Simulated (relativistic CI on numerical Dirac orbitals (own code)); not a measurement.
V²⁺: resonant inelastic scattering at the L2,3 edge

Computed with this model: Dirac-Coulomb-Breit CI, KLI orbitals optimised for each configuration, a model potential for QED, valence Slater integrals scaled by 0.7, Kramers-Heisenberg scattering through one core-hole configuration in a parametric crystal field; configurations [Ar] 3d3 → [He] 2s2 2p5 3s2 3p6 3d4; 300 K; core-hole width 0.4 eV; summed over polarisations. Incident energies are the highest absorption maxima for each field (at most a few, so the weaker spin-orbit partner edge can be absent), on the computed scale of the free ion. Intensities are in per cent of the strongest line above 0.02 eV; levels within 1 cm⁻¹ are merged; final levels count from the ground level, the first row holds all elastic scattering, lines under 0.4 are left out and each table stops after 24 rows. The scale of the Slater integrals is a model choice and moves the terms in proportion.

Field parameters in Wybourne normalisation: Td as Oh with Dq negative (B⁴₀ = 21Dq, B⁴₄ = √(5/14) B⁴₀). The field is a parameter set, without covalency.

S is read from ⟨S²⟩ = S(S + 1).

Td, 10Dq = -7100 cm⁻¹:

```tsv
Final level (eV)	Degeneracy	Irrep	S	515.7 eV	516 eV	523.3 eV
0.000	4	Γ8	1.50	1732.9	1417.4	375.8
0.002	2	Γ7	1.50	73.1	81.4	20.0
0.023	4	Γ8	1.50	89.6	90.1	54.2
0.036	2	Γ6	1.50	78.4	75.8	8.6
0.650	4	Γ8	0.50	35.5	61.8	100.0
0.778	2	Γ7	1.50	7.1	12.8	5.2
0.781	4	Γ8	1.50	36.5	38.6	44.1
0.791	2	Γ6	1.50	6.0	23.0	13.0
0.791	4	Γ8	1.50	32.4	39.1	27.9
1.365	2	Γ6	0.50	6.4	13.1	35.5
1.377	4	Γ8	0.50	25.2	31.3	72.1
1.396	2	Γ7	0.50	10.5	9.6	24.4
1.414	4	Γ8	0.50	14.1	15.0	35.4
1.667	4	Γ8	1.50	12.8	7.7	8.1
1.807	2	Γ6	0.55	4.5	7.2	27.7
1.819	4	Γ8	0.61	8.3	17.1	48.6
1.918	2	Γ6	1.47	16.5	20.6	5.1
1.933	4	Γ8	1.44	13.1	22.9	20.2
1.939	2	Γ7	1.50	2.0	3.0	19.6
1.940	4	Γ8	1.50	8.5	9.9	30.9
2.043	2	Γ6	0.50	5.7	5.7	11.3
2.225	4	Γ8	0.50	7.4	15.3	29.2
2.231	2	Γ7	0.50	9.0	11.0	18.5
2.359	2	Γ6	0.50	5.3	7.9	14.4
```

Td, 10Dq = -7000 cm⁻¹:

| Final level (eV) | Degeneracy | Irrep | S | 515.7 eV | 516 eV | 523.3 eV |
| --- | --- | --- | --- | --- | --- | --- |
| 0.000 | 4 | Γ8 | 1.50 | 1727.3 | 1421.1 | 374.0 |
| 0.002 | 2 | Γ7 | 1.50 | 71.8 | 82.2 | 19.8 |
| 0.023 | 4 | Γ8 | 1.50 | 90.4 | 90.4 | 54.2 |
| 0.036 | 2 | Γ6 | 1.50 | 78.6 | 73.4 | 8.7 |
| 0.662 | 4 | Γ8 | 0.51 | 35.2 | 62.3 | 100.0 |
| 0.767 | 2 | Γ7 | 1.50 | 7.1 | 13.2 | 5.3 |
| 0.770 | 4 | Γ8 | 1.50 | 37.7 | 39.7 | 44.8 |
| 0.779 | 2 | Γ6 | 1.50 | 6.0 | 23.9 | 12.6 |
| 0.780 | 4 | Γ8 | 1.50 | 33.2 | 40.0 | 28.2 |
| 1.366 | 2 | Γ6 | 0.50 | 6.3 | 13.2 | 34.8 |
| 1.377 | 4 | Γ8 | 0.50 | 24.9 | 31.0 | 71.5 |
| 1.396 | 2 | Γ7 | 0.50 | 10.3 | 9.7 | 24.6 |
| 1.413 | 4 | Γ8 | 0.50 | 14.1 | 14.9 | 35.8 |
| 1.643 | 4 | Γ8 | 1.50 | 12.8 | 7.4 | 8.1 |
| 1.806 | 2 | Γ6 | 0.56 | 4.7 | 7.6 | 27.5 |
| 1.817 | 4 | Γ8 | 0.63 | 8.6 | 17.7 | 47.5 |
| 1.907 | 2 | Γ6 | 1.47 | 16.1 | 21.1 | 5.3 |
| 1.923 | 4 | Γ8 | 1.43 | 12.9 | 23.1 | 21.0 |
| 1.929 | 2 | Γ7 | 1.50 | 2.0 | 3.1 | 19.6 |
| 1.929 | 4 | Γ8 | 1.50 | 8.4 | 10.0 | 30.9 |
| 2.032 | 2 | Γ6 | 0.50 | 5.8 | 5.7 | 11.4 |
| 2.216 | 4 | Γ8 | 0.50 | 7.4 | 15.5 | 29.0 |
| 2.222 | 2 | Γ7 | 0.50 | 8.8 | 10.9 | 18.4 |
| 2.348 | 2 | Γ6 | 0.50 | 5.2 | 7.9 | 14.6 |

For the first field the strongest loss at the lowest incident energy is the level at 0.02 eV (S = 1.50, against 1.50 in the thermal ground state). Levels of other spin, the first over 8 % at 0.65 eV, appear because spin-orbit coupling of the core hole, and in heavier ions of the valence shell too, mixes spins.
